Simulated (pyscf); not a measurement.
As≡As + AsH₃ → HAs=As–AsH₂ (addition across a multiple bond or ene-type step; singlet surface; As–H broken, As–As, As–H formed). PySCF, gas phase, ωB97X-D3(BJ)/def2-SVP geometries. Correlated levels are frozen-core, on RHF or UHF. ΔMP2 is the change of the MP2 total energy from the triple- to the quadruple-zeta basis. Energies in kcal/mol from the separated reactants.

| level | barrier | reaction energy |
|---|---|---|
| B3LYP-D3(BJ)/def2-TZVP | 22.0 | -12.4 |
| PBE0-D3(BJ)/def2-TZVP | 18.4 | -16.0 |
| HF/def2-TZVP | ? | -4.8 |
| MP2/def2-QZVPP | 22.2 | -7.8 |
| CCSD/def2-TZVPP | 32.0 | -8.3 |
| CCSD(T)/def2-TZVPP | 27.7 | -8.5 |
| CCSD(T)/def2-TZVPP + ΔMP2(QZVPP) | ? | ? |

Question: Fill in the missing entries.

Answer: 
- HF/def2-TZVP, barrier: 47.8
- CCSD(T)/def2-TZVPP + ΔMP2(QZVPP), barrier: 26.5
- CCSD(T)/def2-TZVPP + ΔMP2(QZVPP), reaction energy: -8.7

On the product side the descent ends in the other cis-trans isomer, a step of its own away from the zero, 1.9 kcal/mol over the lowest minimum found and 39.3 kcal/mol under the saddle at ωB97X-D3(BJ). At ωB97X-D3(BJ) the barrier from the zero used here is 21.8 kcal/mol. This is the saddle that the search found; another between the same sides may lie lower. The CCSD(T) − MP2 part came from Ansatz, without density fitting, on the same reference. The frozen core leaves the outer d or s,p core shells of the metals and heavy elements correlated in the MP2 and CC values, and def2-TZVPP describes them poorly, which can shift differences by a few kcal/mol. Elements up to Kr have no core potential and no relativistic terms here.
